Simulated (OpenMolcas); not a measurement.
**Si²⁺: RASPT2 settings compared**

```json
{"Program": "OpenMolcas", "Basis": "ANO-R3 [6s5p4d2f1g]", "Scalar Hamiltonian": "X2C, finite nucleus", "Active space": "2 electrons in 9 orbitals (RAS2 3s 3p; RAS3 3d, at most 2 electrons)", "State averaging": "2S+1 = 1 even, 7 roots; 2S+1 = 3 even, 3 roots kept (CI in the orbitals of an earlier block); 2S+1 = 1 odd, 3 roots; 2S+1 = 3 odd, 3 roots kept (CI in the orbitals of an earlier block)", "Spin-orbit coupling": "state interaction with AMFI integrals over the reference wave functions, term energies averaged over their components"}
```

Methods on the same reference wave functions:
A. RASSCF
B. SS-RASPT2, IPEA 0.1 Eh, no level shift (closed shells correlated: 2s 2p)
C. SS-RASPT2, IPEA 0.5 Eh, imaginary shift 0.1 Eh (closed shells correlated: 2s 2p)
D. MS-RASPT2, IPEA 0.1 Eh, no level shift (closed shells correlated: 2s 2p)
E. MS-RASPT2, IPEA 0.5 Eh, imaginary shift 0.1 Eh (closed shells correlated: 2s 2p)
F. XMS-RASPT2, IPEA 0.2 Eh, imaginary shift 0.2 Eh (closed shells correlated: 2s 2p)

Energies in cm⁻¹ above 3s² ¹S₀, the measured ground level; measured values from NIST levels in Kelleher and Podobedova, J. Phys. Chem. Ref. Data 37, 1285 (2008).

```json
{"Level": "3s² ¹S₀", "A": "0.0", "B": "0.0", "C": "0.0", "D": "0.0", "E": "0.0", "F": "0.0", "Measured": "0.0"}
{"Level": "3s 3p ³P°₀", "A": "51454", "B": "52520", "C": "52570", "D": "52600", "E": "52650", "F": "52680", "Measured": "52725"}
{"Level": "3s 3p ³P°₁", "A": "51550", "B": "52610", "C": "52670", "D": "52700", "E": "52750", "F": "52780", "Measured": "52853"}
{"Level": "3s 3p ³P°₂", "A": "51746", "B": "52810", "C": "52870", "D": "52890", "E": "52940", "F": "52980", "Measured": "53115"}
{"Level": "3s 3p ¹P°₁", "A": "83561", "B": "82830", "C": "82910", "D": "82910", "E": "82990", "F": "83060", "Measured": "82884"}
```

Deviations, from unrounded energies. A percentage is the sum of absolute deviations over the sum of measured energies, with the sign that they share, or ± where signs differ.

| Against measurement | Levels | A | B | C | D | E | F |
| --- | --- | --- | --- | --- | --- | --- | --- |
| mean absolute deviation (cm-1) | 4 | 1200 | 200 | 150 | 130 | 110 | 110 |
| other configurations (%) | 4 | ±1.9 | -0.3 | ±0.3 | ±0.2 | ±0.2 | ±0.2 |

E, F lie about equally close to measurement and A furthest from it. The largest miss of F in the table is 3s 3p ¹P°₁, by +180 cm-1. The ranking rests on the paired levels alone, and a cruder setting can come out closer through cancelling errors.

Among B to F the level of the table that moves most is 3s 3p ¹P°₁, by 230 cm-1 (lowest in B, highest in F). Moves below CASPT2's spread within the term are not significant.

The lowest spin-free term lies below A's lowest term by 0.279 hartree in B, 0.278 hartree in C, 0.279 hartree in D, 0.278 hartree in E, 0.280 hartree in F.

Terms from blocks run as CI alone lack orbitals of their own. Active for correlation alone: 3d; no level in the range computed is led by a configuration that fills it, so any true level of that kind is missing. Computed and measured levels are paired by configuration, term and J; levels that our copy of the source lacks, or whose pairing is in doubt (as where it misses far off the trend of its configuration), stay unpaired and out of the deviations. Only configurations of the active space appear. Levels that lie high or do not pair safely by name in every column are left out.

° marks odd parity.
